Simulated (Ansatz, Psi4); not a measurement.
Psi4 was given this input:
```
memory 2 GB

molecule mol {
0 1
S    -0.000000   -0.000000   -1.550125
C     0.000000    0.000000    0.000000
S     0.000000    0.000000    1.550125
}

set {
  basis aug-cc-pvdz
  reference rks
  scf_type pk
  puream true
  d_convergence 1e-8
  dft_radial_points 99
  dft_spherical_points 590
}

energy('revpbe')
print_variables()
```

### Question
Convert this to an input for Ansatz (a quantum-chemistry and plane-wave program).

### Answer
This is not unique; one that fits is 
Ansatz 0.2 input:
```yaml
crystal:
  periodic: [false, false, false]
  atoms:
    - {symbol: S, position_ang: [-0.00000000, -0.00000000, -1.55012521]}
    - {symbol: C, position_ang: [0.00000000, 0.00000000, 0.00000000]}
    - {symbol: S, position_ang: [0.00000000, 0.00000000, 1.55012521]}
basis:
  gaussian:
    orbitals: aug-cc-pVDZ
hamiltonian:
  xc: revpbe
accuracy: high
```

Both were run: Psi4 gave -834.358146 Eh and Ansatz -834.358146 Eh, 0.000 mEh apart.
